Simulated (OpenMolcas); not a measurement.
Computed levels of W II

```json
{"Program": "OpenMolcas 26.06", "Method": "MS-RASPT2, IPEA 0.25 Eh, imaginary shift 0.1 Eh (closed shells correlated: 5s 5p)", "Basis": "ANO-RCC-VTZP [8s7p5d3f2g1h]", "Scalar Hamiltonian": "DKH2, point nucleus", "Active space": "5 electrons in 9 orbitals (RAS2 5d 6s; RAS3 6p, at most 2 electrons)", "State averaging": "2S+1 = 6 even, 6 roots; 2S+1 = 4 even, 84 roots kept (CI in the orbitals of an earlier block); 2S+1 = 2 even, 90 roots kept (CI in the orbitals of an earlier block); 2S+1 = 6 odd, 44 roots (31 in the spin-orbit step); 2S+1 = 4 odd, 69 roots kept (CI in the orbitals of an earlier block, 8 in the spin-orbit step); 2S+1 = 2 odd, 25 roots kept (CI in the orbitals of an earlier block, 1 in the spin-orbit step)", "Spin-orbit coupling": "RASSI with atomic mean-field integrals over the reference wave functions, term energies averaged over their components"}
```

With spin-orbit coupling, above the lowest level:

| Configuration | Term | J | E (cm-1) | Measured (cm-1) | Term weight % | Second |
| --- | --- | --- | --- | --- | --- | --- |
| 5d4 6s | 6D | 1/2 | 0.0 | 0.0 | 80 | 16 4P(1) |
| 5d4 6s | 6D | 3/2 | 1604 | 1519 | 90 | 8 4P(1) |
| 5d4 6s | 6D | 5/2 | 3360 | 3172 | 95 |  |
| 5d4 6s | 6D | 7/2 | 4960 | 4716 | 94 | 3 5d3 6s2 4F |
| 5d4 6s | 6D | 9/2 | 6410 | 6147 | 89 | 7 5d3 6s2 4F |
| 5d5 | 6S | 5/2 | 8110 | 7420 | 83 | 10 5d4 6s 4P(1) |
| 5d4 6s | 4P(1) | 1/2 | 9640 |  | 67 | 17 6D |
| 5d3 6s2 | 4F | 3/2 | 10610 |  | 61 | 20 5d4 6s 4P(1) |
| 5d4 6s | 4P(1) | 3/2 | 11640 |  | 54 | 27 5d3 6s2 4F |
| 5d3 6s2 | 4F | 5/2 | 12620 |  | 85 | 6 5d4 6s 2D(1) |
| 5d3 6s2 | 4F | 7/2 | 14530 |  | 79 | 6 5d4 6s 4G |
| 5d4 6s | 4D(1) | 1/2 | 14590 |  | 77 | 11 2P |
| 5d4 6s | 4P(1) | 5/2 | 14820 |  | 61 | 18 4D(1) |
| 5d3 6s2 | 4F | 9/2 | 16110 |  | 63 | 10 5d4 6s 4G |
| 5d4 6s | 4D(1) | 3/2 | 16290 |  | 79 | 11 4P(1) |
| 5d4 6s | 4D(1) | 5/2 | 16580 |  | 40 | 22 2D(1) |
| 5d4 6s | 4H | 7/2 | 17000 |  | 45 | 13 5d3 6s2 2G |
| 5d4 6s | 4G | 5/2 | 18280 |  | 62 | 18 4D(1) |
| 5d4 6s | 4D(1) | 7/2 | 18290 |  | 42 | 24 4G |
| 5d4 6s | 4H | 9/2 | 18380 |  | 48 | 24 4G |
| 5d4 6s | 4H | 11/2 | 19410 |  | 57 | 41 4G |
| 5d4 6s | 4G | 7/2 | 19860 |  | 40 | 20 4D(1) |
| 5d4 6s | 2D(1) | 3/2 | 21120 |  | 60 | 21 2P |
| 5d4 6s | 4G | 9/2 | 21430 |  | 52 | 17 5d3 6s2 2G |
| 5d4 6s | 4H | 13/2 | 21560 |  | 91 | 9 2I |
| 5d4 6s | 2P | 1/2 | 21700 |  | 59 | 17 4D(2) |
| 5d4 6s | 2D(1) | 5/2 | 21850 |  | 46 | 14 4D(1) |
| 5d4 6s | 2F(1) | 5/2 | 21910 |  | 59 | 14 2D(1) |
| 5d3 6s2 | 2G | 7/2 | 22580 |  | 21 | 19 5d4 6s 4D(1) |
| 5d4 6s | 4F(1) | 3/2 | 22620 |  | 87 | 5 2D(2) |
| 5d4 6s | 4G | 11/2 | 23150 |  | 56 | 38 4H |
| 5d4 6s | 4H | 9/2 | 23180 |  | 27 | 21 5d3 6s2 2G |
| 5d4 6s | 4F(1) | 5/2 | 24120 |  | 77 | 5 4D(1) |
| 5d4 6s | 4D(2) | 7/2 | 24390 |  | 37 | 32 5d3 6s2 2G |
| 5d4 6s | 4D(2) | 3/2 | 24950 |  | 65 | 13 2P |
| 5d4 6s | 4F(1) | 7/2 | 25330 |  | 50 | 22 2G(1) |
| 5d4 6s | 2H | 9/2 | 25460 |  | 41 | 33 5d3 6s2 2G |
| 5d4 6s | 4P(2) | 1/2 | 25760 |  | 55 | 26 2S |
| 5d4 6s | 4D(2) | 5/2 | 26070 |  | 82 | 6 2F(1) |
| 5d4 6s | 2H | 11/2 | 26590 |  | 71 | 16 2I |

Against the 5 measured excited levels shown (NIST Handbook of Basic Atomic Spectroscopic Data) the mean absolute deviation is 300 cm-1; the largest miss in energy is 5d5 6S 5/2: computed 8110, measured 7420 cm-1 (+9.3 %).

Spin-orbit coupling puts the lowest level 5604 cm-1 below the lowest spin-free term.

For 6D the intervals divided by the larger J are 1069.4, 703.9, 457.5, 320.4 cm-1. Landé's interval rule makes them equal in pure LS coupling; they differ by 117 % of their mean. The multiplet is regular.

Term energies are means over components that CASPT2 splits; among the terms shown or strongly mixed into the levels shown the widest spread is 530 cm-1 (5d4 6s 2H). Blocks of more than 70 roots (2S+1 = 4 even, 2 even) ran without multistate coupling. Some high roots are left out of the spin-orbit mixing, which shifts the levels that they would mix with. Terms from blocks run as CI alone lack orbitals of their own. Configurations are named by rounded mean occupations; where the s occupation lies near a half they are strongly mixed, a name can repeat and a true partner stay unpaired. A single d shell beside an s shell can misplace configurations of different d count against each other. Measured partners are found by configuration, term and J. A level has none where our copy of the source lacks it or the pairing is in doubt (some pairs that miss far off the trend of their configuration count as doubtful), and it then counts in no deviation. Levels of configurations outside the active space are missing. The first state left out of the spin-orbit step lies near 35000 cm-1 above the lowest spin-free state of the reference (among the parities and spins computed), and the list stops at four fifths of that energy or lower. The table shows the lowest 40 of 43 levels.

The term weight is that of the spin-free term in the level, not the purity of its configuration. A number in round brackets counts repeated terms of one configuration in the order of the reference energies.
